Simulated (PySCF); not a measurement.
B(Cl)(H)(SiH3) (BClH₄Si), SMILES [SiH3]BCl.

Geometry optimised at B3LYP-D3(BJ)/def2-TZVP.

Calculation: PBE/def2-TZVPD (PySCF).

Isolated molecule, no solvent.

Q: Estimate the frontier levels, gap, dipole moment and polarisability. (Estimate from the structure and the level; the computed values follow.)

A: 
```
Quantity                                                                                                       Result
---------------------------------------------------------------------------------------------  ----------------------
highest occupied level                                                                                       -6.78 eV
lowest empty level                                                                                           -3.29 eV
orbital gap                                                                                                   3.49 eV
dipole moment                                                                                                  0.36 D
quadrupole, principal values (traceless, Buckingham form, about the centre of nuclear charge)   -1.73, 0.05, 1.68 D·Å
mean static polarisability                                                                       62.3 bohr³ (9.23 Å³)
polarisability, principal values                                                               50.5, 57.3, 79.1 bohr³
```
